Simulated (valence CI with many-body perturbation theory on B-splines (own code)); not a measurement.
Pb⁶⁷⁺: electric-dipole lines

Method: relativistic CI+MBPT: five valence electrons over a frozen Dirac-Fock core [Ne], a basis of 9 s, 9 p, 8 d, 6 f, 3 g, 1 h functions for each j, with the one-electron correlation potential Σ1 (screened to all orders), the two-electron term Σ2, the three-electron term Σ3, Breit, model QED; selected single and double excitations, second order for the rest (own B-spline code, finite nucleus).

The last digits are not significant, and no measured levels were compared; by estimate large intervals hold to a few tenths of a per cent, small ones and those within an open d or f shell to about a per cent. Among the levels kept, up to 620 cm⁻¹ of a level comes from second order outside the variational space, and about a tenth of that is noise between levels of different J, which matters for small intervals.

Lines 51 to 100 of 216 in falling wavelength, among levels below 1300.7 eV, chosen from the strongest by gf and those to the six lowest levels. Wavelengths and rates use the calculated energies. Electric multipoles are in the length gauge, E1 and E2 with the static RPA response of the core. Weak lines are less certain than strong ones. Lines between different terms over intervals too small for the method are left out, as are lines whose strength nearly cancels. The highest levels of a list are the least certain.

Levels are named by their leading jj configuration (3d3/2^4 stands for four electrons in 3d with j = 3/2), which in mixed levels can hold well under half, so a name can repeat and another be missing. Letters in brackets count levels of one name in rising energy.

| λ vac (Å) | Upper | Lower | A (s⁻¹) | log gf | Branch % |
| --- | --- | --- | --- | --- | --- |
| 53.23 | (3s^2 3p1/2 3p3/2 3d3/2) J=3/2 [a] | (3s^2 3p1/2 3p3/2^2) J=1/2 | 3.70e+09 | -2.20 | 0.5 |
| 53.17 | (3s 3p1/2^2 3p3/2 3d5/2) J=7/2 [a] | (3s^2 3p1/2 3p3/2 3d5/2) J=7/2 [a] | 5.75e+09 | -1.71 | 0.9 |
| 53.11 | (3s 3p1/2^2 3p3/2 3d3/2) J=3/2 [b] | (3s^2 3p1/2 3p3/2 3d3/2) J=3/2 [a] | 1.37e+10 | -1.64 | 0.9 |
| 52.93 | (3s 3p1/2^2 3p3/2 3d3/2) J=3/2 [b] | (3s^2 3p1/2 3p3/2 3d3/2) J=1/2 [a] | 1.36e+10 | -1.64 | 0.9 |
| 52.76 | (3s 3p1/2^2 3p3/2 3d3/2) J=5/2 [b] | (3s^2 3p1/2 3p3/2 3d3/2) J=7/2 | 6.32e+10 | -0.80 | 2.8 |
| 52.55 | (3s^2 3p1/2 3d3/2 3d5/2) J=3/2 | (3s^2 3p1/2 3p3/2 3d5/2) J=1/2 | 6.34e+09 | -1.98 | 0.8 |
| 52.24 | (3s 3p1/2^2 3p3/2 3d5/2) J=7/2 [b] | (3s^2 3p1/2 3p3/2 3d5/2) J=9/2 | 5.22e+10 | -0.77 | 2.0 |
| 52.07 | (3s^2 3p1/2 3d3/2 3d5/2) J=7/2 [a] | (3s^2 3p1/2 3p3/2 3d5/2) J=7/2 [b] | 8.40e+09 | -1.56 | 1.3 |
| 52.01 | (3s 3p1/2^2 3p3/2 3d3/2) J=3/2 [b] | (3s^2 3p1/2 3p3/2 3d3/2) J=5/2 [a] | 3.42e+10 | -1.26 | 2.4 |
| 52.01 | (3s 3p1/2^2 3p3/2^2) J=3/2 | (3s^2 3p1/2 3p3/2^2) J=3/2 | 2.23e+10 | -1.44 | 1.2 |
| 51.47 | (3s^2 3p1/2 3d3/2 3d5/2) J=7/2 [a] | (3s^2 3p1/2 3p3/2 3d5/2) J=5/2 [b] | 3.80e+09 | -1.92 | 0.6 |
| 51.16 | (3s 3p1/2^2 3p3/2^2) J=1/2 | (3s^2 3p1/2 3p3/2^2) J=3/2 | 4.70e+08 | -3.43 | 0.0 |
| 51.05 | (3s^2 3p1/2 3d3/2 3d5/2) J=5/2 [a] | (3s^2 3p1/2 3p3/2 3d5/2) J=7/2 [b] | 1.07e+10 | -1.60 | 1.2 |
| 50.83 | (3s 3p1/2^2 3p3/2 3d3/2) J=5/2 [b] | (3s^2 3p1/2 3p3/2 3d3/2) J=3/2 [a] | 7.77e+09 | -1.74 | 0.3 |
| 50.46 | (3s^2 3p1/2 3p3/2 3d3/2) J=5/2 [a] | (3s^2 3p1/2 3p3/2^2) J=5/2 | 9.73e+09 | -1.65 | 77.5 |
| 49.57 | (3s 3p1/2^2 3p3/2 3d3/2) J=1/2 [b] | (3s^2 3p1/2 3p3/2 3d3/2) J=3/2 [a] | 7.22e+10 | -1.27 | 2.4 |
| 49.47 | (3s^2 3p1/2 3p3/2 3d3/2) J=3/2 [a] | (3s^2 3p1/2 3p3/2^2) J=5/2 | 2.86e+10 | -1.38 | 4.0 |
| 49.42 | (3s 3p1/2^2 3p3/2 3d3/2) J=1/2 [b] | (3s^2 3p1/2 3p3/2 3d3/2) J=1/2 [a] | 1.19e+10 | -2.06 | 0.4 |
| 49.36 | (3s 3p1/2^2 3p3/2 3d5/2) J=3/2 [b] | (3s^2 3p1/2 3p3/2 3d5/2) J=5/2 [a] | 1.72e+10 | -1.60 | 0.7 |
| 49.24 | (3s 3p1/2^2 3p3/2 3d5/2) J=7/2 [b] | (3s^2 3p1/2 3p3/2 3d5/2) J=7/2 [a] | 2.52e+10 | -1.14 | 0.9 |
| 49.14 | (3s 3p1/2^2 3p3/2 3d5/2) J=5/2 [b] | (3s^2 3p1/2 3p3/2 3d5/2) J=3/2 [a] | 1.07e+10 | -1.63 | 0.6 |
| 49.07 | (3s^2 3p1/2 3d3/2 3d5/2) J=3/2 | (3s^2 3p1/2 3p3/2 3d5/2) J=5/2 [b] | 5.90e+09 | -2.07 | 0.8 |
| 48.84 | (3s^2 3p1/2 3d3/2 3d5/2) J=9/2 | (3s^2 3p1/2 3p3/2 3d5/2) J=7/2 [b] | 4.42e+09 | -1.80 | 0.9 |
| 48.66 | (3s 3p1/2^2 3p3/2 3d3/2) J=3/2 [b] | (3s 3p1/2^2 3p3/2^2) J=1/2 | 7.65e+09 | -1.96 | 0.5 |
| 48.06 | (3s 3p1/2^2 3p3/2 3d3/2) J=5/2 [a] | (3s 3p1/2^2 3p3/2^2) J=5/2 | 7.45e+09 | -1.81 | 11.7 |
| 47.92 | (3s 3p1/2^2 3p3/2 3d3/2) J=3/2 [b] | (3s 3p1/2^2 3p3/2^2) J=3/2 | 1.82e+10 | -1.60 | 1.3 |
| 47.91 | (3s^2 3p1/2 3p3/2 3d3/2) J=5/2 [a] | (3s^2 3p1/2 3p3/2^2) J=3/2 | 1.24e+08 | -3.59 | 1.0 |
| 47.77 | (3s^2 3p1/2 3p3/2 3d3/2) J=7/2 | (3s^2 3p1/2 3p3/2^2) J=5/2 | 2.39e+09 | -2.18 | 98.6 |
| 47.64 | (3s 3p1/2^2 3p3/2 3d3/2) J=3/2 [a] | (3s 3p1/2^2 3p3/2^2) J=5/2 | 2.23e+10 | -1.52 | 11.7 |
| 47.38 | (3s^2 3p1/2 3d3/2 3d5/2) J=7/2 [a] | (3s^2 3p1/2 3p3/2 3d5/2) J=5/2 [a] | 4.74e+09 | -1.89 | 0.7 |
| 47.28 | (3s^2 3p1/2^2 3d3/2) J=3/2 | (3s^2 3p1/2^2 3p3/2) J=3/2 | 1.67e+10 | -1.65 | 100.0 |
| 47.17 | (3s^2 3p1/2 3p3/2 3d3/2) J=1/2 [a] | (3s^2 3p1/2 3p3/2^2) J=3/2 | 7.09e+09 | -2.33 | 46.2 |
| 47.02 | (3s^2 3p1/2 3p3/2 3d3/2) J=3/2 [a] | (3s^2 3p1/2 3p3/2^2) J=3/2 | 6.40e+08 | -3.07 | 0.1 |
| 46.52 | (3s^2 3p1/2 3d3/2^2) J=5/2 | (3s^2 3p1/2 3p3/2 3d3/2) J=7/2 | 4.37e+09 | -2.07 | 0.1 |
| 46.43 | (3s^2 3p1/2 3d3/2^2) J=1/2 | (3s^2 3p1/2 3p3/2 3d3/2) J=1/2 [b] | 2.26e+10 | -1.84 | 0.2 |
| 45.81 | (3s 3p1/2^2 3p3/2 3d3/2) J=7/2 | (3s 3p1/2^2 3p3/2^2) J=5/2 | 6.76e+09 | -1.77 | 9.5 |
| 45.34 | (3s^2 3p1/2 3d3/2 3d5/2) J=3/2 | (3s^2 3p1/2 3p3/2 3d5/2) J=5/2 [a] | 4.54e+09 | -2.25 | 0.6 |
| 45.01 | (3s^2 3p1/2 3d3/2^2) J=5/2 | (3s^2 3p1/2 3p3/2 3d3/2) J=3/2 [a] | 2.76e+09 | -2.30 | 0.0 |
| 44.23 | (3s^2 3p1/2 3d3/2^2) J=5/2 | (3s^2 3p1/2 3p3/2 3d3/2) J=5/2 [a] | 1.07e+10 | -1.72 | 0.2 |
| 44.22 | (3s^2 3p1/2 3d3/2 3d5/2) J=1/2 | (3s^2 3p1/2 3p3/2 3d5/2) J=3/2 [a] | 1.03e+10 | -2.22 | 1.5 |
| 44.16 | (3s^2 3p1/2 3d3/2 3d5/2) J=7/2 [a] | (3s^2 3p1/2 3p3/2 3d5/2) J=7/2 [a] | 3.78e+09 | -2.05 | 0.6 |
| 43.95 | (3s^2 3p1/2 3d3/2 3d5/2) J=9/2 | (3s^2 3p1/2 3p3/2 3d5/2) J=9/2 | 2.17e+10 | -1.20 | 4.4 |
| 43.87 | (3s^2 3p1/2 3d3/2 3d5/2) J=5/2 [b] | (3s^2 3p1/2 3p3/2 3d5/2) J=3/2 [b] | 5.54e+09 | -2.02 | 0.0 |
| 43.59 | (3s^2 3p1/2 3d3/2^2) J=3/2 | (3s^2 3p1/2 3p3/2 3d3/2) J=5/2 [b] | 1.40e+10 | -1.80 | 0.1 |
| 42.82 | (3s^2 3p1/2 3p3/2 3d3/2) J=1/2 [b] | (3s^2 3p1/2 3p3/2^2) J=1/2 | 1.37e+09 | -3.12 | 0.0 |
| 42.53 | (3s^2 3p1/2 3p3/2 3d3/2) J=3/2 [b] | (3s^2 3p1/2 3p3/2^2) J=1/2 | 1.85e+09 | -2.70 | 0.0 |
| 42.37 | (3s^2 3p1/2 3d3/2 3d5/2) J=5/2 [b] | (3s^2 3p1/2 3p3/2 3d5/2) J=7/2 [b] | 3.08e+09 | -2.30 | 0.0 |
| 42.15 | (3s^2 3p1/2 3p3/2 3d3/2) J=5/2 [b] | (3s^2 3p1/2 3p3/2^2) J=5/2 | 4.09e+09 | -2.18 | 0.1 |
| 40.61 | (3s 3p1/2^2 3p3/2 3d5/2) J=3/2 [a] | (3s^2 3p1/2 3p3/2 3d3/2) J=3/2 [b] | 6.52e+09 | -2.19 | 0.6 |
| 40.52 | (3s^2 3p1/2 3p3/2^2) J=3/2 | (3s^2 3p1/2^2 3d3/2) J=3/2 | 3.08e+04 | -7.52 | 0.0 |

How does gf follow from A for the line at 53.23 Å?

gf = 1.4992 × (2J+1)_upper × A / σ², with σ = 1878729 cm⁻¹ and 2J+1 = 4: gf = 0.00629.
